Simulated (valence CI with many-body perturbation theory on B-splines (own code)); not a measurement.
**Ta42+: what each term of the Hamiltonian does**

Computed by relativistic CI+MBPT: three valence electrons over a frozen Dirac-Fock core [Ar] 3d10, radial functions for each j: 11 s, 11 p, 9 d, 7 f, 5 g, 2 h, 1 i, with the one-electron correlation potential Σ1, the two-electron term Σ2, the three-electron term Σ3, Breit, model QED; selected CI, second order for the rest (own B-spline code, finite nucleus).

No measured spectrum was set against this ion. As an estimate, large intervals hold to a few tenths of a per cent, small ones and those within an open d or f shell to about a per cent.

Each rung adds one term. CI alone is the Dirac-Coulomb CI over the frozen core; QED comes last and gives the full result, which names the levels. Energies are above (4s^2 4p1/2) J=1/2 on the same rung, in eV.

Levels are named by their leading jj configuration (3d3/2^4 stands for four electrons in 3d with j = 3/2), which in mixed levels can hold well under half, so a name can repeat and another be missing. Letters in brackets count levels of one name in rising energy.

| Level | CI alone | Σ1 | Σ2 | Σ3 | Breit | QED | Full |
| --- | --- | --- | --- | --- | --- | --- | --- |
| (4s^2 4p3/2) J=3/2 | 91.88 | +0.253 | +0.109 | +0.001 | -1.053 | +0.105 | 91.29 |
| (4s 4p1/2^2) J=1/2 | 94.48 | -0.108 | +0.088 | +0.007 | +0.939 | -1.201 | 94.21 |
| (4s 4p1/2 4p3/2) J=3/2 [a] | 173.18 | +0.137 | +0.595 | +0.017 | -0.106 | -1.089 | 172.73 |
| (4s 4p1/2 4p3/2) J=5/2 | 181.67 | +0.141 | +0.350 | +0.012 | -0.194 | -1.080 | 180.90 |
| (4s 4p1/2 4p3/2) J=3/2 [b] | 193.77 | +0.141 | -0.139 | +0.005 | -0.185 | -1.059 | 192.53 |
| (4s 4p1/2 4p3/2) J=1/2 | 196.76 | +0.143 | -0.624 | +0.001 | -0.091 | -1.098 | 195.09 |
| (4s^2 4d3/2) J=3/2 | 250.48 | +0.036 | -0.683 | +0.003 | -1.376 | -0.174 | 248.29 |
| (4s^2 4d5/2) J=5/2 | 261.72 | +0.250 | +0.302 | +0.017 | -1.578 | -0.468 | 260.25 |
| (4s 4p3/2^2) J=5/2 | 278.76 | +0.262 | -0.471 | -0.003 | -1.459 | -0.592 | 276.49 |
| (4s 4p3/2^2) J=1/2 | 288.22 | +0.395 | -0.136 | -0.003 | -1.126 | -0.984 | 286.37 |
| (4p1/2^2 4p3/2) J=3/2 | 288.96 | +0.028 | -0.327 | +0.012 | +0.749 | -2.240 | 287.18 |
| (4s 4p3/2^2) J=3/2 | 292.50 | +0.389 | -0.694 | -0.002 | -1.172 | -0.969 | 290.05 |
| (4s 4p1/2 4d3/2) J=3/2 [a] | 324.03 | -0.095 | +0.438 | +0.027 | -0.471 | -1.318 | 322.61 |
| (4s 4p1/2 4d3/2) J=5/2 | 330.96 | -0.084 | +0.280 | +0.023 | -0.553 | -1.319 | 329.31 |
| (4s 4p1/2 4d3/2) J=1/2 | 344.67 | -0.086 | -0.584 | +0.009 | -0.481 | -1.309 | 342.22 |
| (4s 4p1/2 4d3/2) J=3/2 [b] | 345.54 | -0.073 | -0.514 | +0.007 | -0.514 | -1.325 | 343.12 |
| (4s 4p1/2 4d5/2) J=5/2 [a] | 351.73 | +0.012 | +0.009 | +0.018 | -0.904 | -1.277 | 349.59 |
| (4s 4p1/2 4d5/2) J=7/2 | 356.93 | +0.014 | -0.077 | +0.021 | -1.028 | -1.249 | 354.62 |
| (4s 4p1/2 4d5/2) J=3/2 | 360.88 | +0.089 | -0.133 | +0.015 | -0.691 | -1.536 | 358.62 |
| (4s 4p1/2 4d5/2) J=5/2 [b] | 361.51 | +0.045 | -0.141 | +0.009 | -0.867 | -1.376 | 359.18 |
| (4p1/2 4p3/2^2) J=5/2 | 382.14 | +0.227 | -0.339 | +0.006 | -0.472 | -1.969 | 379.59 |
| (4p1/2 4p3/2^2) J=3/2 | 383.89 | +0.197 | -0.905 | -0.002 | -0.387 | -1.929 | 380.86 |
| (4p1/2 4p3/2^2) J=1/2 | 386.51 | +0.281 | -0.303 | +0.006 | -0.285 | -2.133 | 384.08 |
| (4s 4p3/2 4d3/2) J=5/2 [a] | 424.05 | +0.154 | -0.067 | +0.019 | -1.658 | -1.036 | 421.46 |
| (4s 4p3/2 4d3/2) J=3/2 [a] | 424.80 | +0.161 | -0.048 | +0.017 | -1.537 | -1.205 | 422.19 |
| (4s 4p3/2 4d3/2) J=1/2 [a] | 424.76 | +0.161 | +0.006 | +0.018 | -1.505 | -1.200 | 422.24 |
| (4s 4p3/2 4d3/2) J=7/2 | 426.02 | +0.173 | +0.030 | +0.021 | -1.785 | -1.034 | 423.42 |
| (4s^2 4f5/2) J=5/2 | 427.79 | +0.138 | -0.189 | +0.009 | -1.902 | -0.582 | 425.26 |
| (4s 4p3/2 4d5/2) J=9/2 | 433.31 | +0.257 | +0.635 | +0.032 | -2.042 | -1.148 | 431.04 |
| (4p1/2^2 4d3/2) J=3/2 | 436.08 | -0.201 | -0.247 | +0.018 | +0.467 | -2.506 | 433.61 |
| (4s^2 4f7/2) J=7/2 | 436.87 | +0.200 | -0.220 | -0.003 | -2.265 | -0.432 | 434.15 |

The middle columns are the shifts that each term adds.

Problem. How does the ionisation energy move along the ladder, and which term matters most?

Solution. CI alone 2115.0, + Σ1 2116.8, + Σ2 2116.8, + Σ3 2116.7, + Breit 2114.1, + QED 2114.1 eV. The largest step is Breit, -2.6 eV. NIST lists 2113 ± 4 eV (theoretical).
